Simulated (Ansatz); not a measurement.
Consider the redistribution: `BOB1CO1` + `FC[SiH3]` → `[SiH3]B1CO1` + `BOCF`.

Calculated with Ansatz (gas phase, PBE0-D4/def2-TZVP geometries, no zero-point term in ΔE). CCSD(T)/CBS is the MP2 limit (def2-TZVPP, def2-QZVPP) plus CCSD(T) − MP2 in def2-TZVPP, frozen cores. Functionals use def2-TZVPP. Each species was taken in one conformer, which may not be the lowest.

```csv
species,ωB97X-V energy (Eh)
`BOB1CO1`,-240.74367
`FC[SiH3]`,-430.40574
`[SiH3]B1CO1`,-430.63229
`BOCF`,-240.47333
```

Question: Work out ΔE.

Answer: ΔE = (-430.63229) + (-240.47333) − (-240.74367) − (-430.40574) = 0.04379 Eh = +1.19 eV. CCSD(T)/CBS gives +1.25 eV.

Largest T1 diagnostic among the species: 0.016.

At CCSD(T), def2-SVP lies −0.09 eV from the extrapolated value and def2-TZVPP −0.05 eV. In def2-TZVPP, CCSD(T) changes the Hartree–Fock value by −0.17 eV (the triples alone add −0.03 eV) and MP2 by −0.10 eV.
